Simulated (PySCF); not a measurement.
Pd(2+) (palladium, charge +2) across methods

[Kr] 4d7 5p1, one real determinant (an excited configuration). Computed with PySCF 2.14 in aug-cc-pVTZ-DK (9s8p6d3f2g, 102 functions), with the spin-free X2C one-electron Hamiltonian (Gaussian nucleus).

| method | E (hartree) | mean ε 4d α (eV) | mean ε 4d β (eV) | mean ε 5p α (eV) | Σ⟨r²⟩ (bohr²) | ⟨S²⟩ |
| --- | --- | --- | --- | --- | --- | --- |
| MN15 | -5047.09 | -36.256 | -34.201 | -18.054 | 36.55 | 6.001 |
| LDA | -5038.22 | -33.533 | -31.347 | -16.988 | 36.58 | 6.000 |
| PBE | -5043.22 | -33.411 | -31.289 | -16.828 | 36.65 | 6.001 |
| UHF | -5041.26156 | -41.431 | -38.582 | -18.902 | 37.19 | 6.004 |
| r2SCAN | -5043.63 | -33.991 | -31.643 | -16.930 | 36.59 | 6.002 |
| PBE0 | -5043.30 | -35.661 | -33.379 | -17.476 | 36.66 | 6.001 |
| r2SCANh | -5043.62 | -34.827 | -32.442 | -17.182 | 36.61 | 6.002 |
| PW91 | -5044.02 | -33.470 | -31.374 | -16.897 | 36.61 | 6.001 |

⟨L²⟩ = 13.00 against 20 for a pure G term, so this real determinant mixes terms.
